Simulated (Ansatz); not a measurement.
A structure relaxed at PBE-D4/def2-SVPD in Ansatz, charge -1, doublet:

Cartesian coordinates in Å:
```
Ge 0.5311 -1.0594 -0.9564
Ge -1.2686 1.9438 -0.0505
Te -1.7290 -0.5944 0.5643
Te 1.1468 1.6933 -0.9178
Te 1.3198 -1.9833 1.3603
```

(1) Give its formula.

(2) Summarise the bond lengths by kind (pairs closer than 1.2 times the sum of covalent radii, bridged metal pairs left out).

## Answers

(1) Ge₂Te₃⁻.

(2) 5 × Ge–Te 2.58 to 2.82 Å.

In the def2 sets Te takes a core potential; there is no spin–orbit coupling. The relaxation made no stability test and no search for a lower SCF solution. Another isomer (doublet) lies 0.70 eV lower at PBE0-D4/def2-TZVPD; other spin states weren't run for this one.
